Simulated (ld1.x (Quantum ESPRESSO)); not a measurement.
Before and after: ultrasoft potential for Li (Z = 3)

ld1.x (Quantum ESPRESSO) 7.5 input, shortened:

```
&input
   title='Li', zed=3., rel=0, dft='PW91', iswitch=3,
   config='[He] 2s0 2p0'
 /
 &inputp
   pseudotype=3, tm=.true., lloc=-1, rcloc=1.20,
   nlcc=.false.,
   which_augfun='PSQ', rmatch_augfun=0.75
 /
4
1S  1  0   2.00   0.00  0.90  1.00  0.0
2S  2  0   0.00   0.00  0.90  1.00  0.0
2P  2  1   0.00   0.00  3.45  4.55  0.0
2P  2  1   0.00   0.90  3.45  4.55  0.0
 &test
   configts(1)='1s2 2s0 2p0'
 /
```

Change: waves 1s (bound): rcut 0.82, rcutus 0.86 bohr; 2s (bound): rcut 0.82, rcutus 0.86 bohr.

Cutoffs: the cutoffs (Ry, on a coarse ladder) from which the occupation-weighted sum of valence levels, in a spherical-Bessel basis at the reference potential, stays within 10 and 1 mRy of its value at 400 Ry; they do not see the model core or the augmentation charge, which bear on the density cutoff. Errors are all-electron minus pseudo energies relative to the spin-unpolarised reference configuration.

What does the change do?

The potential gets harder (45 Ry and 60 Ry → 60 Ry and 80 Ry); of the 4 tests that both files solve, the error grows in 1 and shrinks in 1 by more than 15 % and 0.3 meV (median size 16.7 → 7.4 meV); neither file shows a bound ghost. A smaller radius makes the pseudo-wave follow the all-electron one further in, where it bends more sharply, so more plane waves are needed.

| quantity | base | changed |
| --- | --- | --- |
| cutoff, loose | 45 Ry | 60 Ry |
| cutoff, tight | 60 Ry | 80 Ry |
| bound ghosts | none | none |
| error for 1s2 2s1 2p0, meV [ΔE -5.35 eV] | +0.1 | 0.0 |
| error for 1s2 2s0.5 2p0, meV [ΔE -3.29 eV] | 0.0 | 0.0 |
| error for 1s2 2s0 2p1, meV [ΔE -3.56 eV] | +33 | +15 |
| error for 1s1 2s1 2p0, meV [ΔE 63.24 eV] | +339 | -636 |
| s: phases at 4.93 bohr within 0.05 rad from the reference energy up to (Ry; the scan ends near 5) | to the end of the scan | to the end of the scan |
| p: phases at 4.93 bohr within 0.05 rad from the reference energy up to (Ry; the scan ends near 5) | 1.8 | 1.8 |
| lowest overlap eigenvalue by channel | s 0.34, p 0.78 | s 0.85, p 0.78 |
